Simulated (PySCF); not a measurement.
CH10N2Si3, SMILES N[Si@@H]1N[SiH2]C[SiH2]1.

Geometry optimised at PBE0-D3(BJ)/def2-SVP. The structure was generated by enumeration; whether it is a known compound was not checked. One conformer was computed; it need not be the lowest.

The numbers are results of SMD-PBE0/def2-SVP (PySCF), not measurements.

Solvation free energies are E(SMD) − E(gas) at the gas-phase geometry, for 1 M in both phases. In vacuum the dipole moment is 1.94 D.

| solvent | ΔG(solv) (kcal/mol) | its non-electrostatic (CDS) part | dipole (D) |
|---|---|---|---|
| water | -0.2 | 5.3 | 2.62 |
| N,N-dimethylformamide | -3.5 | 1.8 | 2.60 |
| cyclohexanone | -3.2 | 1.7 | 2.55 |
